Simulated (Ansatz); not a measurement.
Geometry optimisation, Ansatz 0.2.0, RKS PBE-D4/def2-SVP.

Input:

```yaml
crystal:
  periodic: [false, false, false]
  atoms:
    - { symbol: Ge, position_ang: [0.0, 0.0, 0.0] }
    - { symbol: Ge, position_ang: [0.0, 0.0, 2.75] }
    - { symbol: H, position_ang: [-1.3958, -0.4318, 3.2674] }
    - { symbol: H, position_ang: [1.0719, -0.9929, 3.2674] }
    - { symbol: H, position_ang: [0.324, 1.4247, 3.2674] }
    - { symbol: H, position_ang: [1.4616, 0.0, -0.5162] }
    - { symbol: O, position_ang: [-0.8337, 1.4443, -0.5894] }
    - { symbol: H, position_ang: [-1.7915, 1.2136, -0.8118] }
    - { symbol: Cl, position_ang: [-1.0456, -1.8115, -0.7393] }
    - { symbol: H, position_ang: [0.6884, -1.615, 0.5833] }
    - { symbol: H, position_ang: [0.6076, -1.4255, 1.5485] }
basis:
  gaussian: { orbitals: def2-SVP }
hamiltonian:
  xc: pbe
  dispersion: d4
relax:
  f_tol: 0.15
  max_steps: 25
  restrain:
    - { distance: [0, 9], at: 2.75, k: 30.0 }
    - { distance: [10, 1], at: 2.75, k: 30.0 }
    - { distance: [0, 1], at: 2.4, k: 30.0 }
    - { distance: [10, 9], at: 0.66, k: 30.0 }
output:
  orbitals: {}
```

Launched with:

```bash
$ ansatz run input.yaml --threads 4 --pin off --max-ram 5120MiB --backend cpu --events-out ev --progress --plain --runs-dir out
```

**Question.** Where does it end, and by what steps?

**Answer.** The forces met the threshold. The restraints hold the end off the free minimum; the threshold counts their pulls, which the force column leaves out. Restrained pairs: Ge1–H10 (1.85 → 2.76 Å), Ge2–H11 (1.96 → 2.76 Å), Ge1–Ge2 (2.75 → 2.41 Å), H10–H11 (0.99 → 0.72 Å). After 9 steps the energy has fallen by 2.257 eV (the restraints' own energy left out); H11 moved furthest, 0.91 Å.

```csv
step,energy less start (eV),largest force component (eV/Å),accepted
0,0.0000,3.608,yes
1,-1.0254,2.138,yes
2,-1.0232,3.737,yes
3,-1.3104,3.544,yes
4,-1.9545,2.173,yes
5,-2.1998,0.810,yes
6,-2.2091,1.496,yes
7,-2.2164,1.485,yes
8,-2.2269,1.483,yes
9,-2.2568,1.460,yes
```

```xyz
11
Properties=species:S:1:pos:R:3
Ge -0.055 0.104 0.104
Ge -0.098 0.103 2.516
H -1.273 -0.778 3.011
H 1.228 -0.437 3.109
H -0.305 1.563 3.003
H 1.331 -0.050 -0.572
O -0.711 1.636 -0.577
H -1.670 1.701 -0.415
Cl -1.353 -1.524 -0.618
H 0.829 -2.370 0.934
H 1.164 -2.142 1.532
```

Time of the run: 21 s on 4 threads of Arm Neoverse V1, with other jobs on the host, peak memory 0.21 GiB.
